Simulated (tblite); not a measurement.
Compound: C5H12N2O2Si.
SMILES with atom numbers: `[CH3:1][C:2](=[O:3])[CH2:4][O:5][SiH:6]1[NH:7][CH2:8][CH2:9][NH:10]1` (hydrogens: H11, H12, H13 on C1; H14, H15 on C4; H16 on Si6; H17 on N7; H18, H19 on C8; H20, H21 on C9; H22 on N10)

Cartesian coordinates in Å at the GFN2-xTB level; atoms count from 1:
```
atom  x, y, z in Å
C1     3.7167   -0.4308    0.6191
C2     2.2581   -0.1372    0.4116
O3     1.4109   -0.3665    1.2348
C4     1.8951    0.4753   -0.9217
O5     0.5441    0.4865   -1.1560
Si6   -0.6083    0.5761    0.0016
N7    -1.3078   -0.8993    0.5334
C8    -2.7413   -0.7336    0.5873
C9    -3.1163    0.1322   -0.6145
N10   -2.0495    1.0861   -0.7858
H11    4.3390    0.3296    0.1565
H12    3.9371   -0.5085    1.6803
H13    3.9435   -1.3880    0.1518
H14    2.2836    1.5070   -0.9133
H15    2.3987   -0.0689   -1.7300
H16   -0.3107    1.6136    0.9975
H17   -0.9332   -1.4292    1.3027
H18   -3.0524   -0.2240    1.5093
H19   -3.2451   -1.7041    0.5431
H20   -4.0698    0.6450   -0.4355
H21   -3.2337   -0.5034   -1.5026
H22   -2.0686    1.5615   -1.6703
```

Method: GFN2-xTB as coded in tblite; computed harmonic values from a numerical Hessian at the method's own geometry, unscaled. Errors from tens to a few hundred cm⁻¹ against measured bands are possible. Modes of hydrogen on silicon can be 10 to 20 % off. One conformer, not necessarily the lowest.

Harmonic wavenumbers (cm⁻¹): 46.7, 67.4, 90.1, 101.4, 120.0, 149.7, 160.4, 203.7, 255.9, 311.6, 377.9, 423.0, 454.1, 468.6, 570.6, 635.8, 641.4, 686.1, 742.4, 800.8, 823.8, 860.6, 873.5, 890.2, 907.9, 962.7, 1000.8, 1027.4, 1082.5, 1107.4, 1147.1, 1158.4, 1177.0, 1190.9, 1191.4, 1208.0, 1264.2, 1269.8, 1293.8, 1346.7, 1365.6, 1379.6, 1426.2, 1444.9, 1453.0, 1493.1, 1502.6, 1776.0, 2212.9, 2829.1, 2847.5, 2866.5, 2898.9, 2904.8, 2933.9, 3018.7, 3050.1, 3058.9, 3481.5, 3505.1.

A = 3071, B = 671.6, C = 585.0 MHz; mass 160.067 u (most abundant isotopes); point group C1, symmetry number 1.

Question: Zero-point energy?

Answer: ½Σν̃ = 38270 cm⁻¹ = 109.42 kcal/mol.

Question: What is S at 298.15 K and 1 bar for an ideal gas of classical rigid rotors and harmonic oscillators?

Answer: Translation 41.15, rotation 29.97, vibration 36.95: S = 108.1 cal/(mol K).

Question: And Cp and H(298.15 K) − H(0)?

Answer: Cp = 44.67 cal/(mol K), of which vibrations give 36.72 (their classical limit is 60 R = 119.2); H(298.15 K) − H(0) = 8.07 kcal/mol without the zero-point energy, 5.70 from vibrations.

Question: Blend soft modes into free rotors: weight 1/[1 + (100 cm⁻¹/ν̃)⁴] for the oscillator and the rest for a rotor with moment μB/(μ + B), μ = h/(8π²ν), B = 10⁻⁴⁴ kg m². What vibrational entropy results?

Answer: 33.98 cal/(mol K) in place of 36.95, which changes −T·S at 298.15 K by +0.89 kcal/mol.

Question: Which modes carry the vibrational entropy at 298.15 K?

Answer: 46.7 cm⁻¹: 4.95; 67.4 cm⁻¹: 4.23; 90.1 cm⁻¹: 3.66; 101.4 cm⁻¹: 3.43; 120.0 cm⁻¹: 3.10; 149.7 cm⁻¹: 2.68 cal/(mol K); the other 54 give 14.91 together.

Question: How do the functions run with temperature in this model?

Answer: 
| T (K) | S (cal/(mol K)) | Cp (cal/(mol K)) | H − H(0) (kcal/mol) | G − H(0) (kcal/mol) | ln q(vib) |
| --- | --- | --- | --- | --- | --- |
| 150 | 84.0 | 27.7 | 2.74 | -9.86 | 4.05 |
| 250 | 100.7 | 38.9 | 6.06 | -19.12 | 7.41 |
| 400 | 122.9 | 56.5 | 13.23 | -35.92 | 12.23 |
| 600 | 149.5 | 74.9 | 26.49 | -63.22 | 18.44 |
| 900 | 183.5 | 92.2 | 51.79 | -113.33 | 27.16 |

q(vib) and H(0) count from the zero-point level.

Question: What must be added to the electronic energy to get the Gibbs energy at 298.15 K and 1 bar?

Answer: ZPE + [H(298.15 K) − H(0)] − T·S = 109.42 + 8.07 − 32.22 = 85.27 kcal/mol.

Hindered rotation and anharmonicity are outside this model. Other conformers, if any are populated, would add a mixing term that is left out. The structure is chiral; the term R ln 2 for an equal mix with its mirror image is left out.

On Arm Neoverse V1, one thread, no GPU, shared host with 32 logical CPUs at a one-minute load of 12, this took 1.1 s of wall time. This covers the Hessian and the dipole derivatives.
